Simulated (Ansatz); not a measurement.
The cluster Al4B2. Charge 0, multiplicity 1. Geometry B3LYP-D4/def2-SVP.

```xyz
6

B    -0.432    1.416   -0.024
B     0.583   -2.407    0.150
Al    2.124   -2.308   -1.101
Al   -0.330    2.150    1.866
Al   -2.368    1.532   -0.620
Al    0.422   -0.383   -0.271
```

The restricted singlet is unstable towards broken spin symmetry in Hartree–Fock (as tested in another run); at HF/def2-TZVP this wasn't settled. The restricted singlet is unstable towards broken spin symmetry at other levels; at PBE-D4/def2-TZVP, r2SCAN-D4/def2-TZVP, PBE0-D4/def2-TZVP this wasn't settled. The geometry of the singlet was relaxed on an unsound state (restricted singlet, unstable towards broken spin symmetry at other levels and untested here). Another isomer (singlet) lies 3.40 eV lower at PBE0-D4/def2-TZVP; other spin states weren't run for this one.

Question: Estimate the orbital energies around the gap (eV) in Ansatz with HF/def2-TZVP, PBE-D4/def2-TZVP, r2SCAN-D4/def2-TZVP, PBE0-D4/def2-TZVP.

Answer: 
| orbital | HF/def2-TZVP | PBE-D4/def2-TZVP | r2SCAN-D4/def2-TZVP | PBE0-D4/def2-TZVP |
| --- | --- | --- | --- | --- |
| HOMO−9 | -86.83 | -68.37 | -70.25 | -73.18 |
| HOMO−8 | -18.45 | -12.11 | -12.73 | -13.86 |
| HOMO−7 | -17.04 | -11.45 | -12.05 | -13.11 |
| HOMO−6 | -11.90 | -8.11 | -8.35 | -9.16 |
| HOMO−5 | -11.66 | -7.93 | -8.18 | -9.04 |
| HOMO−4 | -9.40 | -7.00 | -7.22 | -7.84 |
| HOMO−3 | -8.32 | -5.82 | -6.01 | -6.63 |
| HOMO−2 | -7.61 | -5.07 | -5.24 | -5.79 |
| HOMO−1 | -7.10 | -4.83 | -4.97 | -5.41 |
| HOMO | -6.47 | -4.71 | -4.85 | -5.37 |
| LUMO | -1.48 | -4.27 | -4.35 | -3.87 |
| LUMO+1 | -0.33 | -4.12 | -4.13 | -3.44 |
| LUMO+2 | 0.36 | -2.85 | -2.78 | -2.20 |
| LUMO+3 | 0.88 | -2.29 | -2.16 | -1.60 |
| LUMO+4 | 1.15 | -2.25 | -2.16 | -1.59 |
| LUMO+5 | 1.66 | -1.49 | -1.31 | -0.81 |
